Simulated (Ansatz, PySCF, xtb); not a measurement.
Complex: CHN (SMILES C#N) (first 3 atoms) with GeH4 (SMILES [GeH4]); geometry from B3LYP-D3(BJ)/def2-TZVP, rigid monomers moved along the line of their centres of mass till H3···H8 is 2.03 Å.
(charge 0, multiplicity 1):
```
atom    x (Å)    y (Å)    z (Å)
----  -------  -------  -------
C     -0.1556  -0.0408   0.5189
N     -0.3097   0.4319  -0.5140
H     -0.0117  -0.4775   1.4829
Ge     0.1025   0.0137   4.5015
H     -0.5488   1.2485   3.8629
H     -0.8127  -0.5639   5.5877
H      1.4674   0.3851   5.0934
H      0.3090  -1.0531   3.4077
```

Interaction energies are E(AB) − E(A) − E(B) at the monomers' geometry in the complex; basis-set methods are counterpoise corrected.

Run with Ansatz (a program for electronic structure); PySCF for the dispersion terms; xtb for the GFN methods. Values without a source in brackets are computed.

Question: One of these levels gives -3.6 kJ/mol for the interaction energy. Which?
(A) HF/aug-cc-pVDZ
(B) B3LYP-D3(BJ)/def2-TZVPPD
(C) GFN-FF

Answer: B, B3LYP-D3(BJ)/def2-TZVPPD. The others give 0.0 (GFN-FF), 4.3 (HF/aug-cc-pVDZ)
